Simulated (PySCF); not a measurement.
## Correlation energy of Cr⁺ (chromium, charge +1)

[Ar] 3d5, high-spin 6S determinant. All numbers are calculated (PySCF 2.14, the spin-free X2C one-electron Hamiltonian (Gaussian nucleus), in ANO-RCC-VTZP). Frozen: [Ne]; 13 electrons correlated.

| level | correlation energy (mhartree) |
| --- | --- |
| CCSD | -423.41 |
| (T) | -9.25 |
| CCSD(T) | -432.66 |

Diagnostics: T1 = 0.0086, D1 = 0.0190, largest double amplitude 0.029.

**Question.** Is a single reference adequate?

**Answer.** Yes: T1 lies below 0.03 and no double amplitude reaches 0.07.
